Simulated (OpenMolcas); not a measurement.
An atom or ion with 14 electrons was computed by SS-RASPT2, IPEA 0.25 Eh, imaginary shift 0.1 Eh with spin-orbit coupling (OpenMolcas, ANO-RCC-VTZP, DKH2). The lowest levels that the run gave, each within 12 % of the measured value where one is at hand:

| J | Parity | E (cm-1) | g |
| --- | --- | --- | --- |
| 0 | even | 0.0 |  |
| 1 | even | 681 | 1.501 |
| 2 | even | 1841 | 1.500 |
| 2 | even | 16717 | 1.002 |
| 0 | even | 38772 |  |
| 2 | odd | 83783 | 2.002 |
| 1 | odd | 122559 | 0.500 |
| 2 | odd | 122582 | 1.168 |
| 3 | odd | 122678 | 1.334 |
| 2 | odd | 143188 | 1.500 |
| 0 | odd | 143204 |  |
| 1 | odd | 143204 | 1.500 |

Q: Which ion is it, and what are the configurations and terms?

A: Ar⁴⁺ (Z = 18, charge +4; active space 4 electrons in 9 orbitals (RAS2 3s 3p; RAS3 3d, at most 2 electrons)). J, parity and g give the terms where levels are pure, and mixed ones are named by the computed weights; the size of the splittings, set against known spectra of the 14-electron sequence, gives the charge. In order, with the measured energies in cm-1 (Saloman, J. Phys. Chem. Ref. Data 39, 033101 (2010)): 3s2 3p2 3P0, 3s2 3p2 3P1 (763), 3s2 3p2 3P2 (2029), 3s2 3p2 1D2 (16299), 3s2 3p2 1S0 (37912), 3s 3p3 5S* 2, 3s 3p3 3D* 1 (121629), 3s 3p3 3D* 2 (121675), 3s 3p3 3D* 3 (121803), 3s 3p3 3P* 2 (141763), 3s 3p3 3P* 0 (141893), 3s 3p3 3P* 1 (141770).

Configurations are named by rounded mean occupations; where the s occupation lies near a half they are strongly mixed, a name can repeat and a true partner stay unpaired. Active for correlation alone: 3d; no level in the range computed is led by a configuration that fills it, so any true level of that kind is missing. Some terms mix strongly with configurations of 3d, whose occupation reaches 0.44 (3s 3p3 1D*). Measured partners are found by configuration, term and J. A level has none where our copy of the source lacks it or the pairing is in doubt (some pairs that miss far off the trend of their configuration count as doubtful), and it then counts in no deviation. Only configurations of the active space appear.

* marks odd parity.
